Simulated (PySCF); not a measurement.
Stationary points of GaCl2

Level of theory: PBE in PySCF with Ga def2-TZVP, Cl def2-TZVP; no relativity; density-fitted integrals.

Relaxations began from a few typed shapes; open shells are unrestricted. The search is not exhaustive: other isomers or separated fragments can lie lower, and high-lying points may rest on an excited occupation.

(1) Which is the lowest minimum found?
A. doublet D∞h: Ga–Cl 2.259 Å (×2); Cl–Ga–Cl 180.0°
B. doublet C2v: Ga–Cl 2.186 Å (×2); Cl–Ga–Cl 120.2°

## Answers

(1) B. The others lie at 44.6 (doublet D∞h, a saddle point) kJ/mol above it.
